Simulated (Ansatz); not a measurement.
Cost and result up the ladder for GeEtH3 (C₂H₈Ge) (11 atoms). Total charge 0; singlet. Geometry: B3LYP-D4/def2-SVP.

```xyz
11

C     0.660   -0.154   -0.300
C     0.733    1.164    0.479
Ge   -1.124   -0.999   -0.256
H     0.928    0.002   -1.359
H     1.383   -0.885    0.099
H     1.744    1.603    0.437
H     0.033    1.913    0.074
H     0.481    1.022    1.543
H    -2.188   -0.014   -0.795
H    -1.500   -1.370    1.197
H    -1.151   -2.281   -1.118
```

Ansatz on 2 threads of Intel Xeon 6975P-C on a shared host. Times are rough, and most runs start from the orbitals of an earlier one. PBE0-D4/def2-TZVP serves as the yardstick here, not as an exact answer. Differences are given only for rows in sets of like size (and for xTB, whose basis is part of the method), since another set adds its own error. Binding counts from free atoms at the same level (C triplet, Ge triplet, H doublet; other spins of the atoms weren't run), without zero-point energy or a counterpoise term.

LC-ωPBE has ω = 0.4 bohr⁻¹. Correlated methods freeze 11 core orbitals; core or outer-core shells of Ge are correlated, in sets that lack core-valence functions. Another isomer (singlet) lies 0.39 eV lower at PBE0-D4/def2-TZVP; other spin states weren't run for this one.

Correlated methods converge slowly with the basis.

```tsv
level	functions	wall time
HF/STO-3G	36	0.15 s
PBE-D4/def2-SVP	100	0.7 s
PBE0-D4/def2-SVP	100	0.8 s
HF/def2-TZVP	158	0.85 s
PBE-D4/def2-TZVP (with forces)	158	1.3 s
LC-ωPBE/def2-TZVP	158	1.5 s
PBE0-D4/def2-TZVP	158	1.6 s
r2SCAN-D4/def2-TZVP	158	2 s
CCSD(T)/def2-TZVP	158	12 s
```

Q: Estimate what each level gives for the binding energy per atom (eV).

A: 
| level | binding energy per atom (eV) | difference from PBE0-D4/def2-TZVP (eV) |
| --- | --- | --- |
| HF/STO-3G | 3.64 | – |
| PBE-D4/def2-SVP | 3.53 | – |
| PBE0-D4/def2-SVP | 3.52 | – |
| HF/def2-TZVP | 2.66 | -0.84 |
| PBE-D4/def2-TZVP (with forces) | 3.52 | 0.02 |
| LC-ωPBE/def2-TZVP | 3.48 | -0.01 |
| PBE0-D4/def2-TZVP | 3.49 | 0.00 |
| r2SCAN-D4/def2-TZVP | 3.50 | 0.01 |
| CCSD(T)/def2-TZVP | 3.40 | -0.10 |
